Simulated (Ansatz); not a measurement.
Gas-phase electronic energies from Ansatz, PBE0-D4/def2-TZVP geometries. CCSD(T)/CBS adds triple-zeta CCSD(T) − MP2 to the extrapolated MP2 energy (def2 sets, frozen cores). DFT in def2-TZVPP. B3LYP here is the variant with VWN-RPA as its local correlation; programs differ in this. For Ga outer-core shells are correlated without core-valence functions, which leaves a few kJ/mol of doubt a bond. Scalar relativity is left out up to krypton. Each species was taken in one conformer, which may not be the lowest.

`C/C(O)=[CH]/[GaH2]` + `NB1CS1` → `[GaH2][NH]B1CS1` + `C=C(C)O`  (ligand exchange at a Ga–C bond)

`C/C(O)=[CH]/[GaH2]`:

Z-matrix (Å, degrees):
```
C
C 1 1.489
H 1 1.088 2 111.2
H 1 1.093 2 109.9 3 -121.3
H 1 1.093 2 109.9 3 121.2
O 2 1.347 1 110.4 3 179.8
C 2 1.350 1 125.2 3 -0.2
H 6 0.969 2 109.1 1 180.0
Ga 7 1.919 2 123.7 1 -180.0
H 7 1.085 2 115.4 1 0.0
H 9 1.561 7 124.1 2 180.0
H 9 1.586 7 116.2 2 -0.0
```

`NB1CS1`:

Cartesian coordinates in Å:
```
N 1.394 -0.575 -0.054
B 0.042 -0.302 -0.087
C -1.062 0.734 0.130
S -1.554 -0.983 -0.426
H 1.776 -1.474 -0.292
H 2.079 0.111 0.209
H -1.411 0.985 1.128
H -1.264 1.505 -0.608
```

`[GaH2][NH]B1CS1`:

Cartesian coordinates in Å:
```
Ga 0.827 -0.824 -1.706
N 1.120 0.034 -0.091
B 0.117 0.419 0.792
C -1.389 0.453 1.068
S -0.236 1.196 2.343
H -0.659 -1.116 -2.063
H 2.104 -1.162 -2.536
H 2.071 0.242 0.179
H -2.036 1.183 0.590
H -1.919 -0.426 1.423
```

`C=C(C)O`:

```xyz
10

C     0.375   -1.068    0.742
C     0.273    0.003   -0.042
C    -0.996    0.701   -0.378
O     1.332    0.604   -0.645
H     1.331   -1.535    0.951
H    -0.506   -1.501    1.194
H    -0.948    1.745   -0.059
H    -1.152    0.699   -1.460
H    -1.845    0.220    0.105
H     2.136    0.131   -0.409
```

Problem. Is it downhill or uphill in electronic energy at CCSD(T)/CBS, and by how much? (Estimate.)

Solution. The calculation gave: Downhill: ΔE = -37.9 kJ/mol.

Problem. What do these levels give: PBE-D4, r2SCAN-D4, ωB97M-V, PBE, PBE0, B3LYP? (Best estimate.)

Solution. Ansatz gave: PBE-D4 -26.6, r2SCAN-D4 -31.2, ωB97M-V -33.7, PBE -26.7, PBE0 -29.1, B3LYP -35.8 kJ/mol.

Largest T1 diagnostic among the species: 0.014.

In def2-TZVPP, CCSD(T) changes the Hartree–Fock value by +7.4 kJ/mol (the triples alone add +1.6 kJ/mol) and MP2 by +8.8 kJ/mol.
